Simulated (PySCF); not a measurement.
Correlation energy of Au⁴⁴⁺ (gold, charge +44)

[Ar] 3d10 4s2 4p5, 2P determinant. All numbers are calculated (PySCF 2.14, scalar relativity by spin-free X2C-1e, in an uncontracted even-tempered set (18 s from 5 bohr⁻², ratio 2.5; 14 p from 6.4 bohr⁻², ratio 2.5; 8 d from 11 bohr⁻², ratio 2.5; 4 f from 35 bohr⁻², ratio 2.7; 4 g from 52 bohr⁻², ratio 2.7)). Frozen: [Ne]; 25 electrons correlated; the 32 highest virtual orbitals of each spin left out.

MP2 pair energies summed by pair of shells (mhartree):

| pair | energy | share (%) |
| --- | --- | --- |
| 3d-3d | -411.05 | 33.0 |
| 3p-3d | -194.15 | 15.6 |
| 3d-4p | -169.73 | 13.6 |
| 4p-4p | -160.49 | 12.9 |
| 3p-3p | -53.04 | 4.3 |
| 4s-4p | -50.72 | 4.1 |
| 3d-4s | -48.77 | 3.9 |
| 3p-4p | -43.66 | 3.5 |
| 3s-3d | -42.30 | 3.4 |
| 3s-3p | -24.19 | 1.9 |
| 3p-4s | -19.40 | 1.6 |
| 4s-4s | -10.01 | 0.8 |
| 3s-4p | -8.77 | 0.7 |
| 3s-3s | -4.28 | 0.3 |
| 3s-4s | -3.50 | 0.3 |

Total MP2 correlation energy: -1244.1 mhartree.

At this charge the one-electron X2C treatment keeps the bare 1/r₁₂, with no two-electron picture change or Breit term. The effect here is smaller than on the frozen 1s shell; and a scalar Hamiltonian misses the large spin-orbit splitting of the p shells, which matters for ns² → np² pairs.
